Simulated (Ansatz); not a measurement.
`[F][AlH][S][SiH3]` → `F[SiH2][S][AlH2]`  (isomerisation)

Program: Ansatz. Geometries: PBE0-D4/def2-TZVP. ΔE: electronic, gas phase. CCSD(T)/CBS adds triple-zeta CCSD(T) − MP2 to the extrapolated MP2 energy (def2 sets, frozen cores). Functionals use def2-TZVPP. B3LYP here is the variant with VWN-RPA as its local correlation; programs differ in this. Each species was taken in one conformer, which may not be the lowest.

(1) Is it downhill or uphill in electronic energy at CCSD(T)/CBS, and by how much? (An estimate is asked.)

(2) What do these levels give: B3LYP-D4, CAM-B3LYP-D4, revPBE, CCSD(T)/def2-SVP, HF/def2-QZVPP, HF/CBS(def2)? (An estimate is asked.)

(3) What do rigid-rotor, harmonic-oscillator terms from PBE0-D4/def2-TZVP frequencies (298.15 K, 1 bar) make of the CCSD(T)/CBS value? (Best estimate.)

Largest T1 diagnostic among the species: 0.012.

## Answers

(1) Computed: Uphill: ΔE = +47.0 kJ/mol.

(2) The calculation gave: B3LYP-D4 45.8, CAM-B3LYP-D4 44.8, revPBE 48.3, CCSD(T)/def2-SVP 57.9, HF/def2-QZVPP 40.0, HF/CBS(def2) 40.1 kJ/mol.

(3) Computed: ΔZPE = -1.5 kJ/mol, ΔH = +44.9 kJ/mol, ΔS = -9 J/(mol·K), ΔG = +47.4 kJ/mol. Modes under 50 cm⁻¹ make the entropy rough.

From BLYP to BHLYP (50 % exact exchange), in def2-TZVPP and without D4, ΔE moves by −4.0 kJ/mol. In def2-TZVPP, CCSD(T) changes the Hartree–Fock value by +7.0 kJ/mol (the triples alone add +0.5 kJ/mol) and MP2 by +8.1 kJ/mol. At CCSD(T), def2-SVP lies +10.9 kJ/mol from the extrapolated value and def2-TZVPP −0.4 kJ/mol.
